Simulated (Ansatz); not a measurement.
System: C₆H₁₃O, charge 0, multiplicity 2. It need not be the lowest isomer of its formula. SMILES: CCCCC[CH]O
Geometry from a B3LYP-D3(BJ)/def2-TZVP (Ansatz, a program for electronic structure) optimisation:
```xyz
20

C      3.6538    -0.0582     0.1515
C      2.2716    -0.6563    -0.0943
C      1.1342     0.2766     0.3144
C     -0.2518    -0.3119     0.0700
C     -1.3930     0.6370     0.4914
C     -2.7599     0.1148     0.2329
O     -3.1926    -0.0235    -1.0630
H      3.7864     0.8691    -0.4113
H      3.7983     0.1751     1.2092
H      4.4466    -0.7457    -0.1488
H      2.1648    -0.9101    -1.1540
H      2.1771    -1.5991     0.4540
H      1.2290     1.2222    -0.2319
H      1.2386     0.5298     1.3757
H     -0.3552    -1.2541     0.6167
H     -0.3643    -0.5609    -0.9898
H     -1.2997     0.8584     1.5583
H     -1.2599     1.5963    -0.0296
H     -3.2173    -0.6191     0.8834
H     -2.7331     0.6141    -1.6227
```
Charge 0, spin multiplicity 2.

Computed values are from Ansatz. Correlated levels leave the core frozen unless marked. Open shells are spin-unrestricted. Spin-orbit coupling is left out. Non-relativistic. Basis-set limits of correlation are two-point, X^-3; Hartree-Fock from the larger set. [CCSD(T)-MP2]/basis is that difference in the basis named.

Q: What is the T1 diagnostic at CCSD/cc-pVTZ?

A: 0.012.

Q: What is the total energy at RI-MP2/CBS(cc-pVTZ,cc-pVQZ)+[CCSD(T)-MP2]/cc-pVTZ?

A: -311.2561 Eh.

Q: What is the atomisation energy De at RI-MP2/CBS(cc-pVTZ,cc-pVQZ)+[CCSD(T)-MP2]/cc-pVTZ?

A: 1885.2 kcal/mol.

Q: What is the dipole moment at CCSD(T)/aug-cc-pVDZ?

A: 1.69 D.
